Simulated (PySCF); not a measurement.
ZrH3, SMILES [ZrH3] (connectivity only; charge and spin as stated), neutral, multiplicity 2. Atoms are numbered in the order given.

```xyz
4

Zr     0.0000     0.0000     0.0000
H      1.8652     0.0000     0.0000
H     -0.9326     1.6153     0.0000
H     -0.9326    -1.6153     0.0000
```
Charge 0, spin multiplicity 2.

Geometry: B3LYP-D3(BJ)/def2-TZVPD. A frequency run showed that this geometry is not a minimum. The spin state was assumed, not searched. The def2 effective core potentials stand for the cores of Zr; spin–orbit coupling is left out.

Computed with CAM-B3LYP/def2-TZVPD run with PySCF.

Mulliken values depend strongly on the basis, most of all with diffuse functions as here. ESP charges are fitted to the potential on shells at 1.4 to 2.0 van der Waals radii. Atomic charges (e):

```json
[
 {"atom": "Zr1", "Mulliken": "0.52", "ESP fit": "0.92", "Mulliken spin": "1.11"},
 {"atom": "H2", "Mulliken": "-0.17", "ESP fit": "-0.31", "Mulliken spin": "-0.04"},
 {"atom": "H3", "Mulliken": "-0.17", "ESP fit": "-0.31", "Mulliken spin": "-0.04"},
 {"atom": "H4", "Mulliken": "-0.17", "ESP fit": "-0.31", "Mulliken spin": "-0.04"}
]
```
